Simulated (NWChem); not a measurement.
System: GeF₃, doublet; SMILES [F][Ge]([F])[F]

NWChem input:

```
start job
memory heap 200 mb stack 900 mb global 1100 mb
geometry units angstroms noautoz
  F     -0.481370     1.523551    -0.407871
  Ge     0.000000     0.000000     0.248664
  F     -1.078749    -1.178654    -0.407871
  F      1.560119    -0.344897    -0.407871
end
basis spherical
  * library 6-31g*
end
dft
  odft
  mult 2
  xc xwpbe 0.80 cpbe96 1.0 hfexch 1.00
  cam 0.2 cam_alpha 0.2 cam_beta 0.8
  iterations 150
  mulliken
end
task dft energy
```

Output (shortened):

```
             Northwest Computational Chemistry Package (NWChem) 7.3.0
             --------------------------------------------------------

 C3V symmetry detected

                             Geometry "geometry" -> ""
                             -------------------------

 Output coordinates in angstroms (scale by  1.889725989 to convert to a.u.)

  No.       Tag          Charge          X              Y              Z
 ---- ---------------- ---------- -------------- -------------- --------------
    1 F                    9.0000     1.12980637     1.12980637    -0.35608678
    2 Ge                  32.0000     0.00000000     0.00000000     0.30044822
    3 F                    9.0000    -1.54334420     0.41353783    -0.35608678
    4 F                    9.0000     0.41353783    -1.54334420    -0.35608678

 Effective nuclear repulsion energy (a.u.)     311.1434051926

      Symmetry information
      --------------------

 Group name             C3v
 Group number             17
 Group order               6
 No. of unique centers     2

  pbe96 is a nonlocal functional; adding pw91lda local functional.

                                 NWChem DFT Module
                                 -----------------

 Summary of "ao basis" -> "ao basis" (spherical)
 ------------------------------------------------------------------------------
       Tag                 Description            Shells   Functions and Types
 ---------------- ------------------------------  ------  ---------------------
 F                           6-31g*                  6       14   3s2p1d
 Ge                          6-31g*                 12       32   5s4p3d

      Symmetry analysis of basis
      --------------------------

        a1         22
        a2          4
        e          48

  Rotation of axis

            General Information
            -------------------
          SCF calculation type: DFT
          Wavefunction type:  spin polarized.
          No. of atoms     :     4
          No. of electrons :    59
           Alpha electrons :    30
            Beta electrons :    29
          Charge           :     0
          Spin multiplicity:     2
          Use of symmetry is: on ; symmetry adaption is: on
          Maximum number of iterations: 150
          AO basis - number of functions:    74
                     number of shells:    30
          Convergence on energy requested:  1.00D-06
          Convergence on density requested:  1.00D-05
          Convergence on gradient requested:  5.00D-04

              XC Information
              --------------
                     Hartree-Fock (Exact) Exchange  1.000
                     LC-wPBE(h)Exchange Functional  0.800
            Perdew 1991 LDA Correlation Functional  1.000 local
           PerdewBurkeErnz. Correlation Functional  1.000 non-local

           Range-Separation Parameters
           ---------------------------
           Alpha           :  0.20
           Beta            :  0.80
           Gamma           :  0.20
           Short-Range HF  :     F

             Grid Information
             ----------------
          Grid used for XC integration:  medium
          Radial quadrature: Mura-Knowles
          Angular quadrature: Lebedev.
          Tag              B.-S. Rad. Rad. Pts. Rad. Cut. Ang. Pts.
          ---              ---------- --------- --------- ---------
          F                   0.50       49           7.0       434
          Ge                  1.25      112           6.0       590
          Grid pruning is: on
          Number of quadrature shells:   161
          Spatial weights used:  Erf1

      Superposition of Atomic Density Guess
      -------------------------------------

 Sum of atomic energies:       -2373.13843254

      Non-variational initial energy
      ------------------------------

 Total energy =   -2373.256200
 1-e energy   =   -3932.591182
 2-e energy   =    1248.191577
 HOMO         =      -0.239242
 LUMO         =       0.090392

   Symmetry analysis of molecular orbitals - initial alpha
   -------------------------------------------------------

  Numbering of irreducible representations:

     1 a1          2 a2          3 e

  Orbital symmetries:

     1 a1          2 a1          3 e           4 e           5 a1
     6 a1          7 e           8 e           9 a1         10 e
    11 e          12 a1         13 a1         14 e          15 e
    16 e          17 e          18 a1         19 e          20 e
    21 a1         22 e          23 e          24 a1         25 e
    26 e          27 e          28 e          29 a2         30 a1
    31 a1         32 e          33 e          34 a1         35 a1
    36 e          37 e          38 e          39 e          40 a1

   Symmetry analysis of molecular orbitals - initial beta
   ------------------------------------------------------

  Numbering of irreducible representations:

     1 a1          2 a2          3 e

  Orbital symmetries:

     1 a1          2 a1          3 e           4 e           5 a1
     6 a1          7 e           8 e           9 a1         10 e
    11 e          12 a1         13 a1         14 e          15 e
    16 e          17 e          18 a1         19 e          20 e
    21 a1         22 e          23 e          24 a1         25 e
    26 e          27 e          28 e          29 a2         30 a1
    31 a1         32 e          33 e          34 a1         35 a1
    36 e          37 e          38 e          39 e          40 a1

     ---------------------------------------------
      Total Density - Mulliken Population Analysis
     ---------------------------------------------

    Atom       Charge   Shell Charges
 -----------   ------   -------------------------------------------------------
    1 F    9     9.64   2.00  0.96  3.45  1.01  2.22  0.01
    2 Ge  32    30.08   2.00  2.00  6.00  2.00  5.99  0.97  0.64  0.26  0.11  6.91  2.96  0.24
    3 F    9     9.64   2.00  0.96  3.45  1.01  2.22  0.01
    4 F    9     9.64   2.00  0.96  3.45  1.01  2.22  0.01

     --------------------------------------------
      Spin Density - Mulliken Population Analysis
     --------------------------------------------

    Atom       Charge   Shell Charges
 -----------   ------   -------------------------------------------------------
    1 F    9     0.07   0.00  0.01  0.05 -0.00  0.01 -0.00
    2 Ge  32     0.80   0.00  0.00  0.00 -0.00  0.00  0.37  0.14  0.25  0.03  0.00 -0.00  0.00
    3 F    9     0.07   0.00  0.01  0.05 -0.00  0.01 -0.00
    4 F    9     0.07   0.00  0.01  0.05 -0.00  0.01 -0.00

   convergence    iter        energy       DeltaE   RMS-Dens  Diis-err
 ---------------- ----- ----------------- --------- --------- ---------
 d= 0,ls=0.0,diis     1  -2375.6333241369 -2.69D+03  1.05D-02  2.86D-01
                                                     1.00D-02  2.88D-01
 d= 0,ls=0.0,diis     2  -2375.6337815895 -4.57D-04  3.84D-03  4.54D-01
                                                     4.18D-03  4.35D-01
 d= 0,ls=0.0,diis     3  -2375.7742826804 -1.41D-01  6.32D-04  2.54D-03
                                                     3.14D-04  2.52D-03
 d= 0,ls=0.0,diis     4  -2375.7750895197 -8.07D-04  2.69D-04  4.77D-04
                                                     1.11D-04  4.28D-04
 d= 0,ls=0.0,diis     5  -2375.7752296015 -1.40D-04  1.30D-04  5.11D-05
                                                     5.07D-05  4.44D-05
  Resetting Diis
 d= 0,ls=0.0,diis     6  -2375.7752544791 -2.49D-05  8.10D-05  2.80D-06
                                                     2.61D-05  1.43D-06
 d= 0,ls=0.0,diis     7  -2375.7752588703 -4.39D-06  1.04D-05  1.32D-07
                                                     4.03D-06  6.97D-08
 d= 0,ls=0.0,diis     8  -2375.7752590318 -1.62D-07  3.66D-06  2.67D-08
                                                     2.80D-06  3.42D-08

         Total DFT energy =    -2375.775259031816
      One electron energy =    -3931.499970938154
           Coulomb energy =     1354.595102990415
    Exchange-Corr. energy =     -110.013796276646
 Nuclear repulsion energy =      311.143405192568

 Numeric. integr. density =       59.000011972530

                  Occupations of the irreducible representations
                  ----------------------------------------------

                     irrep           alpha         beta
                     --------     --------     --------
                     a1               11.0         10.0
                     a2                1.0          1.0
                     e                18.0         18.0

                    DFT Final Alpha Molecular Orbital Analysis
                    ------------------------------------------

 Vector   28  Occ=1.000000D+00  E=-5.033727D-01  Symmetry=e
              MO Center=  5.0D-01, -9.1D-02, -3.2D-01, r^2= 2.8D+00
   Bfn.  Coefficient  Atom+Function         Bfn.  Coefficient  Atom+Function
  ----- ------------  ---------------      ----- ------------  ---------------
    64      0.314522  4 F  py                 5      0.308454  1 F  pz
    65     -0.294446  4 F  pz                 4      0.291590  1 F  py
     9      0.222876  1 F  pz                68      0.217490  4 F  py
    50      0.214896  3 F  py                69     -0.212755  4 F  pz
     8      0.201561  1 F  py                54      0.148291  3 F  py

 Vector   29  Occ=1.000000D+00  E=-4.950782D-01  Symmetry=a2
              MO Center=  3.6D-14,  8.8D-14, -3.5D-01, r^2= 3.0D+00
   Bfn.  Coefficient  Atom+Function         Bfn.  Coefficient  Atom+Function
  ----- ------------  ---------------      ----- ------------  ---------------
    50      0.374527  3 F  py                63     -0.374527  4 F  px
     3      0.274173  1 F  px                 4     -0.274173  1 F  py
    54      0.270306  3 F  py                67     -0.270306  4 F  px
     7      0.197878  1 F  px                 8     -0.197878  1 F  py
    49      0.100354  3 F  px                64     -0.100354  4 F  py

 Vector   30  Occ=1.000000D+00  E=-3.801800D-01  Symmetry=a1
              MO Center=  6.6D-16,  3.9D-16,  5.7D-01, r^2= 2.4D+00
   Bfn.  Coefficient  Atom+Function         Bfn.  Coefficient  Atom+Function
  ----- ------------  ---------------      ----- ------------  ---------------
    24      0.544347  2 Ge s                 27     -0.483271  2 Ge pz
    28     -0.280750  2 Ge s                 20     -0.219723  2 Ge s
     5      0.217588  1 F  pz                51      0.217588  3 F  pz
    65      0.217588  4 F  pz                23      0.173750  2 Ge pz
     9      0.166742  1 F  pz                55      0.166742  3 F  pz

 Vector   31  Occ=0.000000D+00  E= 8.157594D-02  Symmetry=e
              MO Center=  1.5D-01,  3.1D-02,  5.2D-01, r^2= 3.9D+00
   Bfn.  Coefficient  Atom+Function         Bfn.  Coefficient  Atom+Function
  ----- ------------  ---------------      ----- ------------  ---------------
    29      0.675588  2 Ge px                25      0.445000  2 Ge px
    30     -0.366172  2 Ge py                52      0.329889  3 F  s
    26     -0.241192  2 Ge py                66     -0.233311  4 F  s
    21     -0.159856  2 Ge px                 4      0.134969  1 F  py
    45     -0.134952  2 Ge d  1              51      0.124578  3 F  pz

 Vector   32  Occ=0.000000D+00  E= 8.157594D-02  Symmetry=e
              MO Center= -1.5D-01, -3.1D-02,  5.2D-01, r^2= 3.9D+00
   Bfn.  Coefficient  Atom+Function         Bfn.  Coefficient  Atom+Function
  ----- ------------  ---------------      ----- ------------  ---------------
    30      0.675588  2 Ge py                26      0.445000  2 Ge py
    29      0.366172  2 Ge px                 6     -0.325163  1 F  s
    66      0.246221  4 F  s                 25      0.241192  2 Ge px
    50     -0.167323  3 F  py                22     -0.159856  2 Ge py
    54     -0.156999  3 F  py                43      0.134952  2 Ge d -1

 Vector   33  Occ=0.000000D+00  E= 9.842930D-02  Symmetry=a1
              MO Center=  1.3D-14,  2.4D-14, -3.3D-01, r^2= 3.6D+00
   Bfn.  Coefficient  Atom+Function         Bfn.  Coefficient  Atom+Function
  ----- ------------  ---------------      ----- ------------  ---------------
    31      0.721613  2 Ge pz                24      0.519073  2 Ge s
    27      0.398929  2 Ge pz                28     -0.300098  2 Ge s
     6      0.283565  1 F  s                 52      0.283565  3 F  s
    66      0.283565  4 F  s                 53      0.198003  3 F  px
    68      0.198003  4 F  py                49      0.196651  3 F  px

                     DFT Final Beta Molecular Orbital Analysis
                     -----------------------------------------

 Vector   27  Occ=1.000000D+00  E=-4.993529D-01  Symmetry=e
              MO Center=  6.4D-01,  2.7D-02, -3.2D-01, r^2= 2.6D+00
   Bfn.  Coefficient  Atom+Function         Bfn.  Coefficient  Atom+Function
  ----- ------------  ---------------      ----- ------------  ---------------
     5      0.379112  1 F  pz                65     -0.317642  4 F  pz
     9      0.275458  1 F  pz                64      0.262882  4 F  py
     4      0.248348  1 F  py                69     -0.230794  4 F  pz
    68      0.184531  4 F  py                 8      0.174095  1 F  py
     3      0.165396  1 F  px                50      0.141822  3 F  py

 Vector   28  Occ=1.000000D+00  E=-4.993529D-01  Symmetry=e
              MO Center= -6.4D-01, -2.7D-02, -3.2D-01, r^2= 2.6D+00
   Bfn.  Coefficient  Atom+Function         Bfn.  Coefficient  Atom+Function
  ----- ------------  ---------------      ----- ------------  ---------------
    51      0.402271  3 F  pz                49     -0.293546  3 F  px
    55      0.292285  3 F  pz                65     -0.254370  4 F  pz
    53     -0.206548  3 F  px                 3     -0.187020  1 F  px
    69     -0.184822  4 F  pz                63     -0.172486  4 F  px
    64      0.157005  4 F  py                 5     -0.147901  1 F  pz

 Vector   29  Occ=1.000000D+00  E=-4.919171D-01  Symmetry=a2
              MO Center=  1.3D-14,  1.8D-14, -3.5D-01, r^2= 3.0D+00
   Bfn.  Coefficient  Atom+Function         Bfn.  Coefficient  Atom+Function
  ----- ------------  ---------------      ----- ------------  ---------------
    50      0.373735  3 F  py                63     -0.373735  4 F  px
     3      0.273593  1 F  px                 4     -0.273593  1 F  py
    54      0.271215  3 F  py                67     -0.271215  4 F  px
     7      0.198543  1 F  px                 8     -0.198543  1 F  py
    49      0.100142  3 F  px                64     -0.100142  4 F  py

 Vector   30  Occ=0.000000D+00  E=-1.090201D-01  Symmetry=a1
              MO Center= -1.9D-15, -3.4D-15,  6.7D-01, r^2= 2.4D+00
   Bfn.  Coefficient  Atom+Function         Bfn.  Coefficient  Atom+Function
  ----- ------------  ---------------      ----- ------------  ---------------
    24      0.554530  2 Ge s                 28     -0.421176  2 Ge s
    27     -0.388710  2 Ge pz                20     -0.250339  2 Ge s
     5      0.180372  1 F  pz                51      0.180372  3 F  pz
    65      0.180372  4 F  pz                23      0.151847  2 Ge pz
     9      0.150845  1 F  pz                55      0.150845  3 F  pz

 Vector   31  Occ=0.000000D+00  E= 1.082091D-01  Symmetry=e
              MO Center= -1.5D-01, -2.8D-02,  4.8D-01, r^2= 4.5D+00
   Bfn.  Coefficient  Atom+Function         Bfn.  Coefficient  Atom+Function
  ----- ------------  ---------------      ----- ------------  ---------------
    30      0.778726  2 Ge py                29      0.408826  2 Ge px
    26      0.355687  2 Ge py                 6     -0.345302  1 F  s
    66      0.265797  4 F  s                 25      0.186733  2 Ge px
    50     -0.166883  3 F  py                54     -0.157576  3 F  py
    22     -0.138425  2 Ge py                63     -0.128090  4 F  px

[...]
```

Level: LRC-wPBEh/6-31G* (spherical d), spin-unrestricted. In the optimisation the excess spin sits in a (C3, its own frame). Structure relaxed at the PBE0/def2-SVP, spin-unrestricted level. No stability test was run on the SCF state.
